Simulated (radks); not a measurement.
Valence configurations of Ru II (all share [Kr]). Calculated with a radial shooting solver on a logarithmic mesh with Libxc functionals: Dirac Kohn-Sham, BLYP, spin-unpolarised, spherical densities, finite nucleus; open shells fill j = l - 1/2 first; Fermi nuclear charge, rms radius 4.4809 fm. Energies are relative to 4d7; eigenvalues in eV.

4d7: E (eV) 0.000; e(4d3/2) -12.642; e(4d5/2) -12.311
4d6.5 5p0.5: E (eV) 3.239; e(4d3/2) -14.579; e(4d5/2) -14.232; e(5p1/2) -7.152
4d6 5p1: E (eV) 7.097; e(4d3/2) -16.566; e(4d5/2) -16.202; e(5p1/2) -7.838
4d5 5s1 5p1: E (eV) 11.631; e(4d3/2) -19.588; e(4d5/2) -19.194; e(5p1/2) -8.610; e(5s1/2) -13.730
4d6 5s1: E (eV) 2.443; e(4d3/2) -15.417; e(4d5/2) -15.057; e(5s1/2) -11.808
4d5 5s2: E (eV) 6.580; e(4d3/2) -18.472; e(4d5/2) -18.082; e(5s1/2) -13.021
4d4 5s1 5p2: E (eV) 23.672; e(4d3/2) -23.846; e(5p1/2) -9.898; e(5s1/2) -15.543
4d4 5s2 5p1: E (eV) 18.088; e(4d3/2) -22.820; e(5p1/2) -9.397; e(5s1/2) -14.918
4d3 5s1 5p3: E (eV) 39.609; e(4d3/2) -28.336; e(5p1/2) -11.203; e(5p3/2) -10.765; e(5s1/2) -17.367
4d5.5 5s1 5p0.5: E (eV) 6.693; e(4d3/2) -17.489; e(4d5/2) -17.112; e(5p1/2) -7.934; e(5s1/2) -12.785

NIST lists [Kr] 4d7 as the ground configuration; this level of theory agrees among the configurations tried. The energies are those of spherical spin-averaged densities, not of single terms.
